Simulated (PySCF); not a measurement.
C₇H₁₁F₂N.
SMILES with atom numbers: `[CH3:1]/[N:2]=[CH:3]/[C@@H:4]([CH3:5])[C@@H:6]1[C@H:7]([F:8])[C@@H:9]1[F:10]` (hydrogens: H11, H12, H13 on C1; H14 on C3; H15 on C4; H16, H17, H18 on C5; H19 on C6; H20 on C7; H21 on C9)

Geometry (GFN2-xTB, Å), atoms numbered from 1 in this order:
```
atom  x, y, z in Å
C1     3.0849    0.6273    0.6133
N2     1.6744    0.4211    0.5320
C3     1.1862   -0.3118   -0.3593
C4    -0.2868   -0.5628   -0.4614
C5    -0.5793   -2.0432   -0.1930
C6    -1.0464    0.3163    0.5101
C7    -2.5005    0.6050    0.2631
F8    -3.0912    0.0587   -0.8333
C9    -1.4778    1.6883    0.0724
F10   -1.1829    2.0875   -1.1919
H11    3.6550    0.0827   -0.1523
H12    3.2774    1.6963    0.5186
H13    3.4174    0.3163    1.6046
H14    1.8001   -0.8347   -1.1102
H15   -0.6028   -0.3260   -1.4834
H16   -1.6374   -2.2471   -0.3334
H17   -0.3030   -2.3009    0.8271
H18   -0.0124   -2.6699   -0.8769
H19   -0.7232    0.2130    1.5369
H20   -3.2131    0.6676    1.0769
H21   -1.4474    2.5333    0.7492
```

Computed at PBE0/pcSseg-1 (PySCF, non-relativistic), with Q(14N) = 0.02044 b: N2, 14N (I = 1): χzz = -5.256 MHz, η = 0.328.

Question: Where would the pure quadrupole (NQR) lines of 14N at N2 fall for the rigid, isolated species?

Answer: From ν± = (3/4)|χ|(1 ± η/3) and ν0 = |χ|η/2: ν+ 4.373 MHz, ν− 3.510 MHz, ν0 0.863 MHz (imine nitrogen).

In a crystal, neighbours and librations shift these lines. GFN2-xTB bond lengths can be off by several hundredths of an ångström, more for odd bonds, and the gradients follow them. A larger basis could move these couplings by a tenth or more.

One conformer stands for the species.
